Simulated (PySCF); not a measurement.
## CdB: from constants to spectrum

BP86 constants of CdB, ²Π (doublet), unpaired electrons π ↑ (PySCF, scalar-relativistic core potentials, basis sets Cd def2-SVP with ECP28, B def2-SVP; masses 113.9034 and 11.0093 u):

```
ωe           : 294.1 cm⁻¹
ωexe         : 4.38 cm⁻¹
Be           : 0.29504 cm⁻¹
αe           : 0.00498 cm⁻¹
De to Cd + B : 0.55 eV
```

What force constant and bond length do these constants imply?

Reduced mass μred = 10.039 u; k = 5.8918×10⁻⁷·μred·ωe² (u, cm⁻¹, mdyn/Å) = 0.512 mdyn/Å; Re = √(16.8576/(μred·Be)) (u, cm⁻¹, Å) = 2.386 Å.

Estimate the centrifugal constant D from the Kratzer relation and find the Dunham coefficient a1.

D = 4Be³/ωe² = 1.19e-06 cm⁻¹; a1 = −1 − αeωe/(6Be²) = -3.80.

Spin–orbit coupling is left out. The state is the lowest determinant that a PBE0 search found; another state may lie lower at other levels.
